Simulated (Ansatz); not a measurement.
`F[CH2][AlH][I]` + H–F → `F[CH2][AlH][F]` + HI at 400 K and 1 bar (ligand exchange at the Al–I bond).

Computed with Ansatz on PBE0-D4/def2-TZVP structures; ΔE is electronic, products minus reactants. CCSD(T)/CBS adds triple-zeta CCSD(T) − MP2 to the extrapolated MP2 energy (def2 sets, frozen cores). This one scheme is used for every species. Elements past krypton have def2 core potentials. For I outer-core shells are correlated without core-valence functions, which leaves a few kJ/mol of doubt a bond. Each species was taken in one conformer, which may not be the lowest.

```json
{"species": "`F[CH2][AlH][I]`", "CCSD(T)/CBS energy (Eh)": "-679.13942", "H − E (kJ/mol)": "123.7", "S (J/(mol·K))": "375.0"}
{"species": "H–F", "CCSD(T)/CBS energy (Eh)": "-100.39570", "H − E (kJ/mol)": "36.5", "S (J/(mol·K))": "182.2"}
{"species": "`F[CH2][AlH][F]`", "CCSD(T)/CBS energy (Eh)": "-481.50843", "H − E (kJ/mol)": "126.0", "S (J/(mol·K))": "343.0"}
{"species": "HI", "CCSD(T)/CBS energy (Eh)": "-298.03592", "H − E (kJ/mol)": "25.7", "S (J/(mol·K))": "215.0"}
```

H − E and S are ideal-gas, rigid-rotor, harmonic terms from PBE0-D4/def2-TZVP, for one conformer and one mirror image of each species. 1 Eh = 2625.50 kJ/mol, R = 8.31446 J/(mol·K).

Question: By hand: ΔE, ΔH, ΔS and ΔG.

Answer: ΔE = (-481.50843) + (-298.03592) − (-679.13942) − (-100.39570) = -0.00923 Eh = -24.2 kJ/mol. Δ(H − E) = 126.0 + 25.7 − 123.7 − 36.5 = -8.5, so ΔH = -32.7 kJ/mol. ΔS = 343.0 + 215.0 − 375.0 − 182.2 = 0.8 J/(mol·K). ΔG = -32.7 − 400 × (0.8)/1000 = -33.0 kJ/mol.

Question: By hand: the equilibrium constant, and the temperature at which ΔG would vanish if ΔH and ΔS stayed fixed.

Answer: log₁₀ K = −ΔG/(RT ln 10) = 4.3. ΔH and −TΔS have one sign here, so there is no such temperature.

The number of gas molecules stays the same, so ΔS is small and ΔH decides. A doubt of 5 kJ/mol in ΔE shifts log₁₀ K by 0.7 here. Other conformers and mirror images would add mixing entropy, several J/(mol·K) or more a flexible species. These are equilibria of isolated gas molecules and say nothing of rates. Largest T1 diagnostic: 0.012 (customary marks: 0.02 for closed shells, 0.045 for open ones).

ΔS is within the doubt of such terms, so its sign, and with it that verdict, could turn.
